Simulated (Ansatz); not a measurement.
Input for Ansatz (a program for electronic structure):
Ansatz 0.2 input:
```yaml
crystal:
  periodic: [false, false, false]
  atoms:
    - {symbol: O, position_ang: [-0.04383216, 1.02148558, 0.01469068]}
    - {symbol: H, position_ang: [-0.96672120, 1.40203158, 0.00503415]}
    - {symbol: Cl, position_ang: [0.07749285, -0.56317154, -0.00720939]}
basis:
  gaussian:
    orbitals: 6-31G__.json
hamiltonian:
  xc: {name: BHLYP}
total_charge: 1
magnetization: {spin_polarized: true, initial_magnetization: 1}
accuracy: high
```
The basis file holds 6-31G** in the JSON format of the Basis Set Exchange.

**Question.** Predict the <S^2> from BHLYP/6-31G** run with Ansatz.

**Answer.** 0.757

**Question.** Predict the total energy from BHLYP/6-31G**.

**Answer.** -535.4873 Eh

**Question.** Give the number of basis functions at the level BHLYP/6-31G**.

**Answer.** 39
